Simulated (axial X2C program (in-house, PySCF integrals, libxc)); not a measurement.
## CaSb: from the spin-free to the two-component result

Calculated with an in-house relativistic program for diatomic molecules. Spin-free means the one-electron spin-free X2C Hamiltonian; two-component (2c) means X2C with spin–orbit coupling and atomic mean-field two-electron Coulomb and Gaunt terms, so the difference of the two also holds small scalar two-electron terms. Basis: Sb dyall-cv3z [11s12p8d4f1g], Ca dyall-cv3z [11s12p6d4f] (cores contracted in-house); Gaussian nuclei, density fitting, unrestricted open shells. Masses: Sb 120.904 u, Ca 39.963 u.

Spin-free state: M_S = 3/2, Λ = 0 (beyond evenly filled blocks: σα, π+α, π-α); fragments Sb + Ca.

```tsv
level	Re (Å)	ωe (cm⁻¹)	De (eV)	μ (D)
HF	3.178	174.9	0.526	4.10
```

Dipoles are positive if Ca is the positive end.

Two-component determinant lowest at the distance of the search:

Ω = 3/2 (⟨Sz⟩ = 1.41, ⟨Lz⟩ = 0.09 at HF); fragments Sb + Ca.

```json
{"level": "HF", "Re (Å)": "3.165", "ωe (cm⁻¹)": "174.5", "De (eV)": "0.540", "μ (D)": "4.21"}
```

Problem. From the two tables, how do the constants change at the HF level (2c against spin-free)?

Solution. At the HF level Re drops by 0.013 Å and ωe drops by 0.4 cm⁻¹; De changes by 0.014 eV.

The state is one determinant whose occupation by symmetry is held fixed; it was picked as the lowest of a PBE0 search that is not exhaustive. De is counted from the lowest determinant-based energies of the atoms at the same level, without counterpoise correction. Other states lie close and PBE0, whose exact exchange favours high spin, may order them wrongly; the determinant shown need not be the ground state. The nearest other spin-free determinant of the search, M_S = 1/2, Λ = 0, lies 0.06 eV up at the distance of the search. With several unpaired electrons one determinant need not be a pure state. This is the top spin component of a Σ state; components of lower Ω are not single determinants and can lie lower. The stretched end of a curve changes character and is left out.
